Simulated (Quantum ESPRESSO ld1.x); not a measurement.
Valence configurations of the titanium ion Ti+ (all share [Ar]). Method: non-relativistic Kohn-Sham, revPBE, spin-unpolarised, spherical densities, point nucleus; computed with ld1.x of Quantum ESPRESSO 7.5. Energies are relative to 3d2 4s1; eigenvalues in eV.

valence          E (eV)    e(3d)   e(4p)    e(4s)
3d2 4s1           0.000  -11.431       -  -10.163
4s1 4p2          18.059        -  -9.825  -14.527
3d2 4p1           3.656  -12.516  -7.131        -
3d1 4s2           2.670  -16.047       -  -11.818
4s1.5 4p1.5      15.714        -  -9.604  -14.282
3d3              -0.170   -7.962       -        -
3d1.5 4s1 4p0.5   2.901  -14.162  -7.408  -11.296
3d1 4s1 4p1       6.798  -17.124  -8.251  -12.404
3d0.5 4s1 4p1.5  11.814  -20.282  -9.054  -13.480
3d1.5 4s1.5       0.965  -13.613       -  -10.983

NIST lists [Ar] 3d2 4s1 as the ground configuration; this level of theory puts 3d3 lower, by 0.170 eV. The energies are those of spherical spin-averaged densities, not of single terms.
